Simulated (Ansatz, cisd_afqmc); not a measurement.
Species: BN, charge 0, triplet. BN (SMILES [B]=[N], triplet).
B3LYP-D3(BJ)/def2-TZVP minimum from Ansatz (a program for electronic structure):
```
B
N 1 1.3180
```
Charge 0, spin multiplicity 3.

Total energies in cc-pVTZ, 8 correlated electrons, 2 frozen orbitals. Open shells are spin-unrestricted; no spin-orbit coupling. Cores are frozen in correlated methods. No relativity. The Monte Carlo rows (phaseless AFQMC, CISD trial, step 0.005/hartree) carry one-sigma bars that omit the constraint's bias. Outlying blocks are dropped, and bars are widened where a walk drifts. Over all cases where full CI ran beside it in this data, AFQMC minus full CI had a median of +0.1 mEh and passed +0.4 mEh in a tenth of the cases. The UHF reference of BN ([B]=[N], triplet) is spin-contaminated (<S^2> up to 0.05 over the pure value in the sets run).

| method | program | energy (Eh) | minus CCSDT(Q) (mEh) |
|---|---|---|---|
| HF | Ansatz | -79.01511 | 254.19 |
| MP2 | Ansatz | -79.23474 | 34.55 |
| CCSD | Ansatz | -79.25399 | 15.31 |
| CCSD(T) | Ansatz | -79.26668 | 2.62 |
| CCSDT(Q) | Ansatz | -79.26930 | 0.00 |
| AFQMC/CISD | cisd_afqmc | -79.2676 ± 0.0004 | 1.7 ± 0.4 |

Rough core times of Ansatz's runs on a shared machine: CCSD(T) under 20 s, CCSDT(Q) 40 s.
